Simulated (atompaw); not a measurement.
## Scattering properties, PAW (atompaw) potential for niobium (Nb)

niobium (Nb), PAW, made with atompaw 4.2.0.5 (PBE, scalar-relativistic). Core [Ar] 3d10, reference 4s2 4p6 4d4.5 5s0.5 5p0. Waves: 4s (bound): rc 1.80 bohr; 5s (bound): rc 2.35 bohr; 4p (bound): rc 2.30 bohr; 5p (bound, empty): rc 1.85 bohr; 4d (bound): rc 2.35 bohr; 4d channel at 3.15 Ry: rc 2.35 bohr. Local part: troulliermartins scheme with l = 3 at 0 Ry, radius 2.05 bohr. Core correction: smooth core density matched at 1.65 bohr. Augmentation charge: besselshape compensation charge, radius 2.00 bohr; PAW radius 2.35 bohr; waves and projectors: custom polynom vanderbiltortho.

The phase is arctan(r·u′/u) with u = r·R(r), unwrapped; energies in Ry, scanned from -6 to 5 Ry. A pole is an energy at which the radial function vanishes at the test radius. The pseudo phase is shifted by a multiple of π to meet the all-electron one at the reference energy, and phase errors are pseudo minus all-electron; the curves can meet again beyond the range given. Levels narrower than the energy grid can be missing from the lists of poles.

Problem. For each channel, where are the poles, and over which energies does the pseudopotential scatter like the atom?

Solution.

```json
{"channel": "s", "radius (bohr)": "2.36", "reference energy (Ry)": "-0.27", "poles, all-electron": "-4.09, 4.59", "poles, pseudo": "-4.09, 3.83", "unbroken range about the reference energy with phases within 0.05 rad": "below 3.9", "phase error 1 Ry above the reference energy (rad)": "-0.013"}
{"channel": "p", "radius (bohr)": "2.36", "reference energy (Ry)": "-0.07", "poles, all-electron": "-2.19", "poles, pseudo": "-2.19, 3.10", "unbroken range about the reference energy with phases within 0.05 rad": "below 3.1", "phase error 1 Ry above the reference energy (rad)": "+0.003"}
{"channel": "d", "radius (bohr)": "2.36", "reference energy (Ry)": "-0.18", "poles, all-electron": "0.81", "poles, pseudo": "0.81", "unbroken range about the reference energy with phases within 0.05 rad": "the whole range", "phase error 1 Ry above the reference energy (rad)": "+0.000"}
```

Phases in the p channel:

```tsv
E (Ry)	all-electron	pseudo
-6.00	1.377	1.377
-5.76	1.371	1.371
-5.52	1.365	1.365
-5.28	1.357	1.358
-5.04	1.349	1.350
-4.80	1.340	1.341
-4.56	1.329	1.330
-4.32	1.316	1.317
-4.08	1.299	1.300
-3.84	1.277	1.278
-3.60	1.247	1.248
-3.36	1.198	1.199
-3.12	1.106	1.107
-2.88	0.848	0.850
-2.64	-0.450	-0.449
-2.40	-1.388	-1.388
-2.16	-1.585	-1.585
-1.92	-1.667	-1.667
-1.68	-1.716	-1.716
-1.44	-1.752	-1.752
-1.20	-1.783	-1.783
-0.96	-1.812	-1.811
-0.72	-1.841	-1.840
-0.48	-1.871	-1.871
-0.24	-1.906	-1.906
0.00	-1.947	-1.947
0.24	-1.997	-1.996
0.48	-2.060	-2.059
0.72	-2.143	-2.142
0.96	-2.259	-2.256
1.20	-2.427	-2.419
1.44	-2.675	-2.659
1.68	-3.024	-2.992
1.92	-3.426	-3.382
2.16	-3.775	-3.731
2.40	-4.024	-3.985
2.64	-4.192	-4.159
2.88	-4.307	-4.282
3.12	-4.390	-7.116
3.36	-4.452	-7.561
3.60	-4.499	-7.613
3.84	-4.537	-7.653
4.08	-4.569	-7.685
4.32	-4.595	-7.712
4.56	-4.618	-7.734
4.80	-4.637	-7.753
```
